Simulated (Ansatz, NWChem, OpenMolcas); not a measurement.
A ladder of methods for AgH (SMILES [AgH])

AgH: 2 atoms, total charge 0, spin state singlet. As SMILES, `[AgH]`. The bond length is the measured one.

```xyz
2

Ag    0.0000    0.0000    0.0000
H     0.0000    0.0000    1.6181
```

Quantity: the HOMO–LUMO gap, in eV. The values are calculated.

| level | kind | program | value (eV) | CPU time |
| --- | --- | --- | --- | --- |
| HF/def2-TZVPP (core potential) | Hartree–Fock | NWChem | 9.21 | 10 s |
| BLYP/def2-TZVPP (core potential) | GGA | NWChem | 2.88 | 13 s |
| M06-L/def2-TZVPP (core potential) | meta-GGA | OpenMolcas | 3.59 | 13 s |
| B3LYP/def2-TZVPP (core potential) | global hybrid | OpenMolcas | 4.32 | 10 s |
| PBE0/def2-TZVPP (core potential) | global hybrid | NWChem | 4.77 | 12 s |
| CAM-B3LYP/def2-TZVPP (core potential) | range-separated hybrid | Ansatz | 6.84 | 2.4 s |
| HSE06/def2-TZVPP (core potential) | range-separated hybrid | Ansatz | 4.01 | 2.5 s |
| wB97X/def2-TZVPP (core potential) | range-separated hybrid | Ansatz | 8.89 | 9.3 s |

The values span 2.88 to 9.21 eV. Orbital gaps aren't excitation energies; they tend to grow with the share of exact exchange. Times are those of the runs behind each value, whatever else they computed, on shared processors of several kinds: orders of magnitude only.
